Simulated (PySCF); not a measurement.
## Spinor energies of Sn⁴⁸⁺ (tin, charge +48)

Start: 1s2. Calculated with PySCF 2.14 in an uncontracted even-tempered set (16 s from 12 bohr⁻², ratio 2.6; 12 p from 15 bohr⁻², ratio 2.6; 6 d from 16 bohr⁻², ratio 2.8; 3 f from 670 bohr⁻², ratio 2.8): generalised Hartree-Fock with the X2C-1e Hamiltonian and a Gaussian nucleus; spin-orbit coupling (SO) screened by Boettger's factors.

```json
{"spinor shell": "1s1/2", "electrons": "2", "ε, screened SO (eV)": "-34313.2", "weight of nominal j (screened SO)": "1.000", "rms radius, screened SO (bohr)": "0.0330"}
```

| quantity | screened SO |
| --- | --- |
| E (hartree) | -2555.46415 |
| M_J | 0 |
| ⟨J²⟩ | 0.000 |
| ⟨L²⟩ | 0.000 |
| ⟨S²⟩ | 0.000 |

Breit and QED terms are absent; they matter most for the inner s and p1/2 levels.

Densities and radii are taken from the X2C orbitals without a picture-change correction, which distorts them close to the nucleus.
